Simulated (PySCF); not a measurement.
# One molecule, several mistakes: BClGeH5Si cation

Calculated results; nothing here was measured. The program is PySCF 2.14.0, an open-source quantum chemistry code, run on an isolated molecule that a program drew, which may never have been made. The molecule is BClGeH5Si cation (charge +1, singlet), drawn as the SMILES string `[SiH3][B](Cl)[GeH2+]`.

Each row is a Hartree-Fock (HF) and frozen-core CCSD(T) single point in the cc-pV(D+d)Z basis, meant for a local HF minimum. Run 1 is clean. Each other run has one planted mistake out of seven kinds, and not every kind appears here: one electron removed, one electron added, multiplicity raised by two, geometry at a saddle point, minimal basis STO-3G, one bond length entered in bohr, all coordinates scaled. The reference is restricted for singlets and unrestricted otherwise, and also for a bond in bohr. Adding or removing an electron swaps singlet and doublet. Electrons count all cores. HOMO and LUMO are orbital energies over both spins, the gradient is its largest component, and the lowest frequency (negative if imaginary) is given only where the gradient is small. Bond lengths are over the 8 bonds as drawn. T1 is the CCSD diagnostic: over 0.02 (restricted) or 0.045 (unrestricted) a single reference is doubtful. Germanium has the cc-pVDZ-PP basis, with a core potential (ECP10MDF) in place of its 10 inner electrons, and its 3s, 3p and 3d shells are frozen in CCSD(T).

Geometry of the clean run:
```xyz
9
BClGeH5Si cation, angstrom
Si   -0.1544    1.0490   -0.1546
B     1.8979    1.2264   -0.2710
Cl    3.0190    0.2108    0.5762
Ge    2.8890    2.6796   -1.4466
H    -0.4798   -0.3047   -0.6391
H    -0.7522    2.0907   -1.0168
H    -0.5065    1.2537    1.2623
H     3.2694    4.0589   -0.9325
H     3.2976    2.4532   -2.8935
```

| run | electrons | basis functions | <S^2> | HOMO (eV) | LUMO (eV) | gradient (hartree/bohr) | lowest frequency (cm^-1) | mean bond (Å) | longest bond (Å) | T1 | HF (hartree) | CCSD(T) (hartree) | mistake |
|---|---|---|---|---|---|---|---|---|---|---|---|---|---|
| 1 | 72 | 108 | 0.000 | -15.16 | -5.63 | 9.9e-06 | 22 | 1.6726 | 2.116 | 0.0169 | -1069.14526 | -1069.61384 | no fault |
| 2 | 73 | 108 | 0.768 | -7.27 | 0.94 | 1.8e-02 | - | 1.6726 | 2.116 | 0.0154 | -1069.38170 | -1069.86303 | one electron added |
| 3 | 72 | 108 | 0.000 | -15.06 | -5.64 | 2.9e-02 | - | 1.7746 | 2.245 | 0.0180 | -1069.12017 | -1069.59320 | all coordinates scaled |
| 4 | 72 | 108 | 2.029 | -12.73 | -7.80 | 4.6e-02 | - | 1.6726 | 2.116 | 0.0220 | -1069.05364 | -1069.52531 | ? |

**Which mistake was planted in run 4, and what did it cost?**

Electrons, basis and geometry are unchanged, and <S^2> is 2.029, beside S(S+1) = 2.00 for a multiplicity of 3. So the mistake is: multiplicity raised by two. Subtracting run 1 and multiplying by 627.51 kcal/mol a hartree, the energy moved by 57.5 kcal/mol in HF and 55.6 kcal/mol in CCSD(T).

